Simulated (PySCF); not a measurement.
Structure with atom numbers: `[CH2:1]=[CH:2][C:3]#[C:4][C:5](=[O:6])[C@@H:7]([SiH3:8])[O:9][CH3:10]`. Hydrogens are named by the atom that carries them. Ha(C1) is cis to C3; Hb(C1) is trans to C3.

All values are calculated (PySCF 2.14): shieldings: GIAO PBE0/pcSseg-1, geometry: GFN2-xTB. Non-relativistic, one computed conformer, isolated molecule, one averaged value for each set of equivalent atoms.

Referencing at the same level of theory: TMS for ¹³C and ¹H and ²⁹Si; H2O for ¹⁷O.

| atoms | nucleus | count | Hirshfeld charge | δ (ppm) |
| --- | --- | --- | --- | --- |
| C3 | ¹³C | 1 | -0.01 | ? |
| Hb(C1) | ¹H | 1 | 0.06 | ? |
| O6 | ¹⁷O | 1 | -0.24 | 680.7 |
| H(Si8) | ¹H | 3 | -0.07 | 3.94 |
| C7 | ¹³C | 1 | -0.05 | 86.9 |
| H(C2) | ¹H | 1 | 0.07 | ? |
| Ha(C1) | ¹H | 1 | 0.06 | 6.59 |
| C4 | ¹³C | 1 | -0.05 | 94.7 |
| H(C10) | ¹H | 3 | 0.04 | ? |
| C5 | ¹³C | 1 | 0.14 | 195.6 |
| C2 | ¹³C | 1 | -0.03 | 124.3 |
| C1 | ¹³C | 1 | -0.06 | ? |
| O9 | ¹⁷O | 1 | -0.13 | 29.1 |
| Si8 | ²⁹Si | 1 | 0.32 | -59.6 |
| C10 | ¹³C | 1 | -0.04 | 62.5 |
| H(C7) | ¹H | 1 | 0.04 | 3.90 |

Problem. Complete the table.

Solution. 
- C1: 146.1 ppm, terminal =CH2 carbon; the olefinic region
- C3: 100.5 ppm, alkyne carbon; the triple bond shields along its axis, which puts it between sp3 and sp2 carbons
- H(C2): 6.37 ppm, hydrogen on an alkene CH; attached to an sp2 carbon and in the plane of the double bond
- Hb(C1): 6.32 ppm, hydrogen on a terminal =CH2 carbon; a vinylic proton, deshielded by the sp2 carbon and the C=C anisotropy
- H(C10): 3.65 ppm, hydrogen on a methyl carbon bonded to O; its carbon carries O, an electronegative neighbour

Shifts are as computed. Against solution values, carbons near 30 ppm lie about +3 ppm off and those near 130 ppm about +5 ppm. Of 1309 compounds with measured shifts, 239 miss one by over three times the rms of a fit or turn the order of signals round; such compounds aren't used in these exercises. Unscaled 17O shifts of doubly bonded oxygen tend to come out too high, by tens of ppm or more. Experimental scales use liquid or dissolved standards, which lie at an offset from isolated H2O (liquid H2O: subtract about 36 ppm).
